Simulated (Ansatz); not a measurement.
`C[C](=O)[GeH3]` + `F[Si](F)(F)[SiH3]` → `F[Si](F)(F)[GeH3]` + `CC(=O)[SiH3]` at 500 K and 1 bar (redistribution).

Program: Ansatz. Geometries: PBE0-D4/def2-TZVP. ΔE: electronic, gas phase. CBS: MP2 limit from def2 TZ/QZ plus the TZ coupled-cluster correction, frozen cores. For Ge outer-core shells are correlated without core-valence functions, which leaves a few kJ/mol of doubt a bond. Scalar relativity is left out up to krypton.

| species | CCSD(T)/CBS energy (Eh) | H − E (kJ/mol) | S (J/(mol·K)) |
| --- | --- | --- | --- |
| `C[C](=O)[GeH3]` | -2230.97136 | 223.8 | 404.3 |
| `F[Si](F)(F)[SiH3]` | -879.54323 | 135.7 | 403.2 |
| `F[Si](F)(F)[GeH3]` | -2666.58098 | 133.3 | 417.5 |
| `CC(=O)[SiH3]` | -443.93955 | 226.6 | 390.6 |

H − E and S are ideal-gas, rigid-rotor, harmonic terms from PBE0-D4/def2-TZVP. 1 Eh = 2625.50 kJ/mol, R = 8.31446 J/(mol·K).

By hand: ΔE, ΔH, ΔS and ΔG.

ΔE = (-2666.58098) + (-443.93955) − (-2230.97136) − (-879.54323) = -0.00594 Eh = -15.6 kJ/mol. Δ(H − E) = 133.3 + 226.6 − 223.8 − 135.7 = 0.4, so ΔH = -15.2 kJ/mol. ΔS = 417.5 + 390.6 − 404.3 − 403.2 = 0.6 J/(mol·K). ΔG = -15.2 − 500 × (0.6)/1000 = -15.5 kJ/mol.

By hand: the equilibrium constant, and the temperature at which ΔG would vanish if ΔH and ΔS stayed fixed.

log₁₀ K = −ΔG/(RT ln 10) = 1.6. ΔH and −TΔS have one sign here, so there is no such temperature. One of them is within its doubt of zero, so this could turn.

The number of gas molecules stays the same, so ΔS is small and ΔH decides. A doubt of 5 kJ/mol in ΔE shifts log₁₀ K by 0.5 here. Modes under 60 cm⁻¹, often nearly free rotors, make the harmonic entropy too high. These are equilibria of isolated gas molecules and say nothing of rates. Largest T1 diagnostic: 0.015 (customary marks: 0.02 for closed shells, 0.045 for open ones).
